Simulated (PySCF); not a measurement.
Working with the constants of NaIn

RHF-CCSD(T) constants of NaIn, ¹Σ⁺ (singlet), closed shell (PySCF, scalar-relativistic core potentials, basis sets Na def2-SVP, In def2-SVP with ECP28; masses 22.9898 and 114.9039 u):

* ωe: 138.4 cm⁻¹
* ωexe: 0.583 cm⁻¹
* Be: 0.079784 cm⁻¹
* αe: 0.000460 cm⁻¹
* De to Na + In: 0.70 eV

(1) What force constant and bond length do these constants imply?

(2) Estimate the centrifugal constant D from the Kratzer relation and find the Dunham coefficient a1.

Correlated steps freeze 5 core orbitals. Correlated levels converge slowly with the basis: in double zeta they bind strong bonds too weakly, by up to about 1 eV, and carry superposition errors of some tenths. Spin–orbit coupling is left out, which matters for elements this heavy, above all for dissociation energies. Where the molecule has an RHF reference, its open-shell atoms are computed with UHF.

Answers

(1) Reduced mass μred = 19.157 u; k = 5.8918×10⁻⁷·μred·ωe² (u, cm⁻¹, mdyn/Å) = 0.216 mdyn/Å; Re = √(16.8576/(μred·Be)) (u, cm⁻¹, Å) = 3.321 Å.

(2) D = 4Be³/ωe² = 1.06e-07 cm⁻¹; a1 = −1 − αeωe/(6Be²) = -2.67.
